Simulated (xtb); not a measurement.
hydrogen chloride (HCl), singlet, geometry from GFN2-xTB; GFN2-xTB with ALPB(dmso) (xtb 6.7.1).

Input for xtb:
```
$ xtb mol.xyz --gfn 2 --alpb dmso --json

# file mol.xyz
2

Cl    -0.00000000    -0.00000000    -0.07094563
H      0.00000000     0.00000000     1.20607566
```

The log (banner, timings and long lists left out):

```
   ID    Z sym.   atoms
    1   17 Cl     1
    2    1 H      2

           -------------------------------------------------
          |                Calculation Setup                |
           -------------------------------------------------

           -------------------------------------------------
          |                 G F N 2 - x T B                 |
           -------------------------------------------------

      * Solvation model:               ALPB
        Solvent                        dmso
        Parameter file                 internal GFN2-xTB/ALPB
        Dielectric constant                4.6680E+01
        Reference state                gsolv [1 M gas/solution]
        Free energy shift                  7.1947E-03 Eh       4.5147E+00 kcal/mol
        Temperature                        2.9815E+02 K
        Density                            1.1000E+00 kg/L
        Solvent mass                       7.8130E+01 g/mol
        Interaction kernel             P16
        Born radius scaling (c1)           1.7927E+00
        Born radii integrator          GBOBC
        Born offset                        0.0000E+00 a0       0.0000E+00 AA
        H-bond correction              true
        Ion screening                  false
        Surface tension                    1.0000E-05 Eh       1.5569E+01 dyn/cm
        Grid points                               230 per atom

          ...................................................
          :                      SETUP                      :
          :.................................................:
          :  # basis functions                  11          :
          :  # atomic orbitals                  10          :
          :  # shells                            4          :
          :  # electrons                         8          :
          :  max. iterations                   250          :
          :  Hamiltonian                  GFN2-xTB          :
          :  restarted?                      false          :
          :  GBSA solvation                   true          :
          :  PC potential                    false          :
          :  electronic temp.          300.0000000     K    :
          :  accuracy                    1.0000000          :
          :  -> integral cutoff          0.2500000E+02      :
          :  -> integral neglect         0.1000000E-07      :
          :  -> SCF convergence          0.1000000E-05 Eh   :
[...]
         :: total energy              -5.063443091097 Eh    ::
[...]
         3        2.0000           -0.4340142             -11.8101
         4        2.0000           -0.4340142             -11.8101 (HOMO)
         5                         -0.0731224              -1.9898 (LUMO)
         6                          0.0237781               0.6470
         7                          0.0237781               0.6470
         8                          0.0306186               0.8332
         9                          0.0306186               0.8332
        10                          0.2331909               6.3454
      -------------------------------------------------------------
                  HL-Gap            0.3608918 Eh            9.8204 eV
             Fermi-level           -0.2535683 Eh           -6.8999 eV

     #   Z          covCN         q      C6AA      α(0)
     1  17 Cl       0.844    -0.448   113.819    16.321
     2   1 H        0.844     0.448     0.402     0.994

 Mol. C6AA /au·bohr⁶  :        127.736449
 Mol. C8AA /au·bohr⁸  :       5057.336229
 Mol. α(0) /au        :         17.314588

Wiberg/Mayer (AO) data.
largest (>0.10) Wiberg bond orders for each atom

 ---------------------------------------------------------------------------
     #   Z sym  total        # sym  WBO       # sym  WBO       # sym  WBO
 ---------------------------------------------------------------------------
     1  17 Cl   0.799 --     2 H    0.799
     2   1 H    0.799 --     1 Cl   0.799
 ---------------------------------------------------------------------------

Topologies differ in total number of bonds
Writing topology from bond orders to xtbtopo.mol

molecular dipole:
                 x           y           z       tot (Debye)
 q only:        0.000       0.000       1.081
   full:       -0.000      -0.000       0.470       1.194
molecular quadrupole (traceless):
                xx          xy          yy          xz          yz          zz
 q only:       -1.160       0.000      -1.160       0.000       0.000       2.320
  q+dip:       -1.372       0.000      -1.372      -0.000       0.000       2.744
   full:       -1.580       0.000      -1.580       0.000      -0.000       3.161

           -------------------------------------------------
          | TOTAL ENERGY               -5.063443091097 Eh   |
          | GRADIENT NORM               0.002671650462 Eh/α |
          | HOMO-LUMO GAP               9.820365899945 eV   |
           -------------------------------------------------

normal termination of xtb
```
